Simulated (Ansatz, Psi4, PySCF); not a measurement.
C₂H₃O (SMILES C[C-]=O), charge -1, singlet, geometry from GFN2-xTB (in this run its highest filled SCF level lies above zero, so its values depend strongly on the basis, on diffuse functions most of all). Base run: PBE/STO-3G (PySCF).

Geometry (Å):
```xyz
6

O      1.2022     0.3580     0.0204
C     -0.0239     0.6706    -0.0127
C     -0.9696    -0.6652    -0.0096
H     -0.4223    -1.6205     0.0200
H     -1.6371    -0.6216     0.8594
H     -1.5975    -0.6538    -0.9086
```
Charge -1, spin multiplicity 1.
All else is at PySCF's defaults.

The same geometry, method and basis name were run in Ansatz (a program for electronic structure) and Psi4 and PySCF, at each program's defaults and at the settings that a row names. The base is PySCF at its defaults. Differences at the defaults can come from grids, fitting, cores and function types together.

```json
[
 {"code and settings": "PySCF, defaults (exact integrals, its default grid, spherical functions)", "ΔE vs base (mEh)": "0.000", "basis functions": "18", "E (Eh)": "-150.82080", "SCF cycles": "9"},
 {"code and settings": "Psi4, defaults (density fitting with its default set, its default grid, spherical functions)", "ΔE vs base (mEh)": "-1.055", "basis functions": "18", "E (Eh)": "-150.82185", "SCF cycles": "8"},
 {"code and settings": "Ansatz, defaults (factorised integrals, its default grid, spherical functions)", "ΔE vs base (mEh)": "0.000", "basis functions": "18", "E (Eh)": "-150.82080", "SCF cycles": "-"},
 {"code and settings": "PySCF, density fitting with def2-universal-jkfit", "ΔE vs base (mEh)": "-1.058", "basis functions": "18", "E (Eh)": "-150.82186", "SCF cycles": "9"},
 {"code and settings": "PySCF, fine grid", "ΔE vs base (mEh)": "0.001", "basis functions": "18", "E (Eh)": "-150.82080", "SCF cycles": "9"},
 {"code and settings": "Psi4, exact integrals, spherical functions, fine grid", "ΔE vs base (mEh)": "0.001", "basis functions": "18", "E (Eh)": "-150.82080", "SCF cycles": "9"},
 {"code and settings": "Ansatz, high accuracy", "ΔE vs base (mEh)": "0.001", "basis functions": "18", "E (Eh)": "-150.82080", "SCF cycles": "-"}
]
```
